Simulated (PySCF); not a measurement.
Spectrum to structure. Computed with PySCF, TDDFT PBE0/def2-SVPD, vertical, gas phase, core orbitals frozen in the response. Geometries: GFN2-xTB, one conformer each.

```
state  ν̃ (cm⁻¹)       f  main configurations (H = HOMO, L = LUMO)
   S1      34910  0.0000                                 H→L (97%)
   S2      51740  0.0050                               H→L+1 (96%)
   S3      56170  0.0008                               H-1→L (99%)
   S4      57790   0.025                               H→L+3 (94%)
   S5      58690   0.011                               H→L+2 (98%)
   S6      59210  0.0000                               H→L+4 (98%)
   S7      60440  0.0036                               H→L+5 (92%)
   S8      62430  0.0016                               H-2→L (99%)
```

Orbital energies (eV): HOMO-3 -9.94, HOMO-2 -9.51, HOMO-1 -8.71, HOMO -6.86, LUMO -0.36, LUMO+1 0.59, LUMO+2 1.35.

Question: Which structure fits? All have the formula C7H10O.
A. `C[C@H]1OC=C[C@H]1C=C`
B. `C1C[C@H]2C(=O)[C@@H]1CC2`
C. `C=C(/C=C\C)C(C)=O`

Answer: B. Its S1 lies at 4.33 eV; the nearest of the others has S1 at 3.83 eV. S1 is HOMO→LUMO (97%). Löwdin shares by element: HOMO oxygen 48%, carbon 36% or more (atoms not listed hold the other 15%); LUMO carbon 44% or more, oxygen 32% (atoms not listed hold the other 24%). At the same level the other candidates give, for their lowest levels:
- `C=C(/C=C\C)C(C)=O`: 3.83 eV (f 0.000); 4.77 eV (f 0.101); 5.55 eV (f 0.001); 6.05 eV (f 0.206); 6.32 eV (f 0.175); T1 3.19 eV; HOMO -7.11, LUMO -1.54 eV
- `C=C[C@@H]1C=CO[C@@H]1C`: 5.23 eV (f 0.047); 5.89 eV (f 0.025); 6.37 eV (f 0.061); 6.54 eV (f 0.016); 6.77 eV (f 0.051); T1 3.96 eV; HOMO -6.24, LUMO 0.00 eV
Triplets come from the Tamm–Dancoff approximation.
